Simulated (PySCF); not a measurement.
Bonding in `C[C@H](S)C[SiH2][SiH2]CF`

Species: C4H13FSSi2.
Atom-mapped SMILES: `[CH3:1][C@H:2]([SH:3])[CH2:4][SiH2:5][SiH2:6][CH2:7][F:8]` (hydrogens: H9, H10, H11 on C1; H12 on C2; H13 on S3; H14, H15 on C4; H16, H17 on Si5; H18, H19 on Si6; H20, H21 on C7)

Structure used (GFN2-xTB), in Å, numbered top down from 1:
```
atom  x, y, z in Å
C1    -2.4438    1.2791   -0.7131
C2    -1.3352    0.2918   -0.3871
S3    -1.9769   -1.4284   -0.4684
C4    -0.6846    0.5573    0.9590
Si5    0.5791   -0.7834    1.4785
Si6    1.9688   -1.3805   -0.2787
C7     2.8142    0.2050   -0.9761
F8     1.8607    1.1692   -1.2594
H9    -2.0367    2.2877   -0.7550
H10   -3.2202    1.2502    0.0508
H11   -2.8949    1.0467   -1.6753
H12   -0.5803    0.3140   -1.1767
H13   -2.8474   -1.2950    0.5311
H14   -0.1883    1.5284    0.9032
H15   -1.4628    0.6481    1.7213
H16    1.3109   -0.1855    2.6100
H17   -0.1442   -1.9336    2.0351
H18    1.3121   -2.0147   -1.4262
H19    3.1032   -2.2324    0.1000
H20    3.3549    0.0298   -1.9088
H21    3.5024    0.6631   -0.2612
```

Bond orders from the PBE0/pcSseg-1 density (PySCF). The structure is a single GFN2-xTB conformer in the gas phase; no vibrational or solvent corrections.

**Question.** How far do the computed orders between heavy atoms stray from the drawn ones?

**Answer.** The largest departure is 0.167, at C7–F8 (drawn single, 0.833). Drawn single, order below 0.88: C7–F8 (0.833).

**Question.** Set the Mayer orders of the bonds between heavy atoms beside their lengths.

**Answer.** 
| bond | drawn as | length (Å) | Mayer order |
| --- | --- | --- | --- |
| C1–C2 | single | 1.520 | 1.022 |
| C2–S3 | single | 1.838 | 1.026 |
| C2–C4 | single | 1.518 | 0.987 |
| C4–Si5 | single | 1.914 | 0.896 |
| Si5–Si6 | single | 2.319 | 0.910 |
| Si6–C7 | single | 1.927 | 0.886 |
| C7–F8 | single | 1.385 | 0.833 |

Bonds between the same two heavy elements. C–C: lowest C2–C4 (0.987, 1.518 Å), highest C1–C2 (1.022, 1.520 Å). C–Si: all 2 within 0.02 of one another (0.886 to 0.896).

**Question.** And the bonds to hydrogen?

**Answer.** C–H: 0.90 to 0.96 (8 bonds); H–S: 0.93 (1 bond); H–Si: 0.93 to 0.95 (4 bonds).

**Question.** Sum the orders of all bonds at each heavy atom with more than one neighbour and set the sums beside the valence in the SMILES.

**Answer.** C1 3.905 (drawn 4), C2 3.938 (drawn 4), S3 1.954 (drawn 2), C4 3.762 (drawn 4), Si5 3.678 (drawn 4), Si6 3.679 (drawn 4), C7 3.622 (drawn 4). Orders between atoms that aren't bonded are not in these sums.

Mayer orders depend on the basis set.
